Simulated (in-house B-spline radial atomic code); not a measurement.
Successive ionisation energies of thallium; each step leads to the configuration of the next row (after the last: [Ar] 3d10 4s2 4p2). NIST's values go from ground level to ground level; the uncertainty of those that are theory runs from under 0.1 % in few-electron ions to several per cent in heavy many-electron ones. Computed with an all-electron radial atomic-structure program (B-spline basis): non-relativistic Hartree-Fock, average of the configuration, point nuclei.

This level leaves out relativity, spin-orbit splitting included, which matters for heavy ions.

```tsv
ion	configuration	ionisation energy (eV)	tabulated value (eV)	tabulated kind	computed minus tabulated (eV)	highest orbital	largest mean radius (bohr)
Tl42+	[Kr] 4d3	2054.2	2075	tabulated theory	-20.8	4d	0.38782
Tl43+	[Kr] 4d2	2116.3	2140	tabulated theory	-23.7	4d	0.38607
Tl44+	[Kr] 4d1	?	?	tabulated theory	?	?	?
Tl45+	[Ar] 3d10 4s2 4p6	?	?	tabulated theory	?	?	?
Tl46+	[Ar] 3d10 4s2 4p5	2474.9	2508	tabulated theory	-33.1	4p	0.38109
Tl47+	[Ar] 3d10 4s2 4p4	2536.0	2574	tabulated theory	-38.0	4p	0.3796
Tl48+	[Ar] 3d10 4s2 4p3	2597.5	2635	tabulated theory	-37.5	4p	0.37813
```

Fill in the row of Tl44+.

ionisation energy (eV): 2178.9; tabulated value (eV): 2202; computed minus tabulated (eV): -23.1; highest orbital: 4d; largest mean radius (bohr): 0.38432.

Fill in the row of Tl45+.

ionisation energy (eV): 2414.3; tabulated value (eV): 2447; computed minus tabulated (eV): -32.7; highest orbital: 4p; largest mean radius (bohr): 0.38259.
